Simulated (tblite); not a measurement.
Question: Write Cartesian coordinates for `C#C[Si@H]1[C@H](F)[C@@H]1OC(C)C` as optimised with GFN2-xTB.

Answer: 
```xyz
21
C7H11FOSi angstrom
C      4.9421    0.0937    0.8599
C      3.8894   -0.0615    0.2976
Si     2.3220   -0.2935   -0.6300
C      1.0613   -1.4054    0.2624
F      0.2278   -2.2116   -0.4699
C      0.7113    0.0994    0.3002
O     -0.3422    0.5649   -0.4827
C     -1.5954    0.6933    0.1788
C     -2.5157    1.4217   -0.7941
C     -2.1867   -0.6521    0.5952
H      5.8539    0.2258    1.3682
H      2.3046   -0.2633   -2.0749
H      1.2474   -1.8799    1.2228
H      0.7221    0.5290    1.3052
H     -1.4447    1.3129    1.0822
H     -2.0675    2.3660   -1.0920
H     -2.6608    0.8110   -1.6814
H     -3.4783    1.6119   -0.3277
H     -2.2820   -1.2987   -0.2735
H     -1.5500   -1.1464    1.3251
H     -3.1676   -0.5003    1.0387
```

Orientation and origin are arbitrary. Atoms count from 1 in this order. Of the pairs four or more bonds apart, C6···H20 is among the closest relative to their van der Waals radii: 2.78 Å, 96 % of the sum of Bondi's values. The 3-membered ring Si3–C4–C6 has internal angles of 47.9° to 66.1°. The C–C distances run from 1.204 Å (C1≡C2, drawn triple) to 1.545 Å (C4–C6, drawn single), a spread of 0.341 Å. The 3 C–Si bonds span 1.836 Å (C2–Si3, drawn single) to 1.903 Å (Si3–C4, drawn single), a spread of 0.067 Å.

Bonds between heavy atoms (Å): C1≡C2 1.204, C2–Si3 1.836, Si3–C4 1.903, C4–F5 1.371, C4–C6 1.545, C6–O7 1.393, O7–C8 1.423, C8–C9 1.525, C8–C10 1.527, Si3–C6 1.901.

The geometry is computed with GFN2-xTB (gas phase).

Point group: C1 (no symmetry element, even within 0.4 Å). Its GFN2-xTB frequencies are all real (lowest 39 cm⁻¹). One conformer, not necessarily the lowest (C4–C6–O7–C8 96°, C6–O7–C8–C9 171°). 2 starts were optimised and ended at 0.00 and 0.36 kcal/mol (GFN2-xTB); the lowest of these is shown.

On one thread, Arm Neoverse N1 (aarch64), no GPU, shared host with 64 logical CPUs at a one-minute load of 62, this took 2.6 s wall. That covers the optimisation of the geometry.
